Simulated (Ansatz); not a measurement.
Relaxation of CH6Al2FNS (12 atoms, charge 0, multiplicity 1), to a largest force component of 0.015 eV/Å in at most 40 steps.

Theory: Ansatz, RKS r2SCAN-D4/def2-SVP.

```xyz
12
Properties=species:S:1:pos:R:3:forces:R:3
N 1.519 -1.149 0.573 -1.15 1.51 -0.62
C 1.742 0.326 0.562 0.47 -0.90 1.15
S 1.260 1.059 -1.061 0.56 0.19 0.08
Al -0.864 1.292 -0.638 -1.26 2.37 1.08
F -1.570 2.790 0.083 1.22 -2.17 -1.04
Al -2.482 -0.583 -1.146 -0.14 -0.31 -0.05
H 1.885 -1.500 1.451 -0.02 -0.24 0.38
H 0.474 -1.223 0.599 1.06 -0.54 0.11
H 2.838 0.505 0.754 -0.75 0.06 -0.46
H 1.211 0.832 1.422 0.25 0.03 -0.63
H -1.914 -1.953 -1.743 -0.06 0.04 0.02
H -4.023 -0.451 -0.822 -0.18 -0.03 -0.01
```

Q: Where does it end, and by what steps?

A: The run converged. After 37 steps the energy has fallen by 0.837 eV; F5 moved furthest, 2.18 Å.

```csv
step,energy less start (eV),largest force component (eV/Å),accepted
0,0.0000,2.365,yes
2,-0.3387,0.688,yes
4,-0.3929,0.166,yes
6,-0.4173,0.313,yes
8,-0.4755,0.588,yes
10,-0.5791,0.256,yes
12,-0.6713,0.412,yes
14,-0.7547,0.232,yes
16,-0.7870,0.367,yes
18,-0.7985,0.128,yes
20,-0.8031,0.092,yes
22,-0.8048,0.064,yes
24,-0.8067,0.182,yes
26,-0.8100,0.090,yes
28,-0.8158,0.119,yes
30,-0.8225,0.180,yes
32,-0.8328,0.165,yes
34,-0.8358,0.061,yes
36,-0.8366,0.017,yes
37,-0.8367,0.009,yes
```

```xyz
12
Properties=species:S:1:pos:R:3
N 1.785 -0.942 0.183
C 1.015 0.078 0.792
S 1.261 1.702 -0.032
Al -0.708 1.671 -1.034
F -1.066 2.960 -2.035
Al -1.962 -0.434 -0.287
H 1.720 -1.832 0.676
H 1.551 -1.077 -0.800
H 1.283 0.186 1.856
H -0.127 -0.104 0.820
H -1.489 -1.858 -0.841
H -3.186 -0.404 0.736
```

Run time: 72 s on 2 threads of AMD EPYC 9R45 96-Core Processor (Zen 5), with other jobs on the host, peak memory 0.23 GiB.
